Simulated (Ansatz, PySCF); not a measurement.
Scan of CCl₂, singlet: symmetric bend, bond length relaxed. Scanned: Cl-C-Cl angle. Other coordinates (C-Cl bond length) were minimised at B3LYP/def2-TZVP.

- PBE/def2-TZVP, density fitting (PySCF)
- CAM-B3LYP/def2-TZVP, density fitting (PySCF)
- CCSD(T)/aug-cc-pVQZ = CCSD(T) on RHF/aug-cc-pVQZ, frozen core in Ansatz (a first-principles code)

Energies relative to the lowest point of each profile, in kJ/mol; the last columns give the difference from CCSD(T):

| a / ° | PBE | CAM-B3LYP | CCSD(T)/aug-cc-pVQZ | PBE − CCSD(T)/aug-cc-pVQZ | CAM-B3LYP − CCSD(T)/aug-cc-pVQZ |
|---|---|---|---|---|---|
| 180 | — | 0.0 | — | — | — |
| 167 | — | 7.1 | 276.8 | — | -269.7 |
| 157 | — | 25.2 | 215.9 | — | -190.6 |
| 147 | 140.8 | 57.1 | 145.9 | -5.2 | -88.8 |
| 137 | 80.9 | 90.2 | 84.8 | -3.9 | 5.4 |
| 127 | 35.2 | 129.5 | 37.4 | -2.1 | 92.1 |
| 117 | 6.8 | 181.6 | 7.4 | -0.6 | 174.2 |
| 107 | 0.0 | 252.2 | 0.0 | 0.0 | 252.2 |
| 97 | 21.8 | 348.4 | 22.8 | -0.9 | 325.6 |
| 87 | 82.9 | 479.6 | 87.0 | -4.1 | 392.6 |
| 80 | 156.5 | 598.0 | 164.3 | -7.9 | 433.7 |

PBE is furthest from CCSD(T)/aug-cc-pVQZ at 80 (-7.9 kJ/mol, below); its mean absolute difference over the points is 3.1 kJ/mol.

CAM-B3LYP is furthest from CCSD(T)/aug-cc-pVQZ at 80 (433.7 kJ/mol, above); its mean absolute difference over the points is 222.5 kJ/mol.

A dash means that the run gave no value there, or that the column was ended at a point which the program doubted or which failed a test of continuity chosen for this set; such a test can also cut sound points.
